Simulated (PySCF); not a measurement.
## Excitation energy of Ar+ by level of theory

Ar+ [Ne] 3s2 3p5 (2P) → Ar+ [Ne] 3s1 3p5 3d1 (high-spin determinant), as a difference of total energies. All numbers are calculated (PySCF 2.14, scalar relativity by spin-free X2C-1e, in x2c-QZVPPall with one added diffuse shell each of s, p, d, f type (10s7p5d3f1g, 86 functions)). Correlated levels: valence: [Ne] frozen; valence and next inner shell: 1s2 frozen. The calculations carry no spin-orbit coupling.

```json
{"method": "UHF", "excitation energy (eV)": "33.027"}
{"method": "MP2 (valence)", "excitation energy (eV)": "32.220"}
{"method": "SCS-MP2 (valence)", "excitation energy (eV)": "32.152"}
{"method": "SCS-MP2 (valence and next inner shell)", "excitation energy (eV)": "32.145"}
```

Q: Estimate what MP2 (valence and next inner shell) gives.

A: 32.216 eV, closest to MP2 (valence) among the rows shown.

Q: Estimate what MN15 gives.

A: 31.180 eV, closest to SCS-MP2 (valence and next inner shell) among the rows shown.

The upper state lies above the first ionisation limit, where it may autoionise and the basis confines it.

The promoted electron is Rydberg-like, and one or two diffuse shells describe it only roughly, which tends to raise the upper state.

The determinant of the upper state mixes LS terms, which raises its energy above the lowest term, most at the Hartree-Fock and MP2 levels.
